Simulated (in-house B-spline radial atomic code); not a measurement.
A radial electron density 4πr²n(r) was computed for an atom or ion in its tabulated ground configuration with an all-electron radial atomic-structure program (B-spline basis); method: non-relativistic HSE06, spin-polarised, spherical fractional occupations, exact exchange averaged over the configuration. Columns: r (bohr), 4πr²n(r) (electrons per bohr), bar.

```
 0.00149    1.458 #
 0.00181    2.091 #
 0.00221     3.01 ##
  0.0027    4.303 ###
 0.00328    6.034 ####
   0.004    8.423 #####
 0.00488     11.6 #######
 0.00594    15.66 ##########
 0.00724    20.77 #############
 0.00883    26.88 #################
  0.0108    33.86 ######################
  0.0131     40.8 ##########################
   0.016    47.42 ###############################
  0.0195    52.35 ##################################
  0.0237    54.65 ###################################
  0.0289    53.96 ###################################
  0.0352    50.97 #################################
   0.043    47.72 ###############################
  0.0524    47.29 ##############################
  0.0638    51.62 #################################
  0.0778    59.85 #######################################
  0.0948     67.3 ###########################################
   0.115    68.31 ############################################
   0.141    60.65 #######################################
   0.172    49.92 ################################
   0.209    44.98 #############################
   0.255    48.74 ###############################
    0.31    53.89 ###################################
   0.378    50.15 ################################
   0.461    36.04 #######################
   0.562    20.98 ##############
   0.685     13.7 #########
   0.834    13.48 #########
    1.02    13.87 #########
    1.24    11.27 #######
    1.51    6.965 ####
    1.84    3.344 ##
    2.24    1.277 #
    2.73   0.3797 
    3.33  0.08344 
    4.06  0.01221 
    4.95 0.001031
```

Q: Which atom or ion is it?
A. Tc3+
B. Ru3+
C. Ag4+
D. Ru2+

A: B. The area under the curve, ∫4πr²n dr = ∫r·4πr²n d(ln r) on this logarithmic grid, is 41 electrons, which only this option has. The configuration is [Kr] 4d5.
